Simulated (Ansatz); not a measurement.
System: sum formula AlNH₂Br₂, net charge 0, singlet state. SMILES: [Al]([Br])([Br])[NH2]
Geometry from a B3LYP-D3(BJ)/def2-TZVP (Ansatz, a quantum-chemistry and plane-wave program) optimisation:
```xyz
6

N     -2.3982    -0.2996     0.0311
Al    -0.6608    -0.0826     0.0086
Br     0.2039     1.9876    -0.1597
Br     0.6905    -1.8759     0.1481
H     -3.0661     0.4526    -0.0272
H     -2.8589    -1.1928     0.1039
```

Parts of the frozen-core correlation energy in 6-31G (Ansatz, hartree). Frozen orbitals: 34; correlated occupied orbitals by spin: 12 and 12; virtual: 38 and 38. Spin-orbit coupling is left out. No relativistic terms.

```tsv
term	value
reference (HF)	-5441.75078
MP2 opposite-spin	?
MP2 same-spin	?
CCSD correlation	-0.23842
(T)	?
T1 diagnostic	0.014
largest doubles amplitude	0.033
```

Question: Fill in the missing entries.

Answer: 
- MP2 opposite-spin, value: -0.16474
- MP2 same-spin, value: -0.05161
- (T), value: -0.00526
